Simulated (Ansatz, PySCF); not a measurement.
This triplet is an excited state, 2.59 eV above the relaxed singlet at the level frozen-core CCSD(T)/cc-pVTZ // PBE0-D3(BJ)/def2-TZVP (Ansatz, an electronic-structure program).

Cartesian coordinates (Å):
```xyz
6

C      2.8652    -0.3633     0.3731
N      1.7787     0.0513     0.2002
Ge     0.1896     0.9362    -0.0592
N     -1.2261    -0.2524    -0.2440
H     -1.9263    -0.1669     0.4842
H     -1.6812    -0.2049    -1.1488
```
Charge 0, spin multiplicity 3.

Q: Estimate the total energy, dipole moment and highest occupied spin orbital that PBE0-D3(BJ)/def2-TZVP run with PySCF returns for this input.

A: 
```
Quantity                              Result
-----------------------------  -------------
total energy                   -2225.3402 Ha
dipole moment                         5.37 D
highest occupied spin orbital       -5.43 eV
```
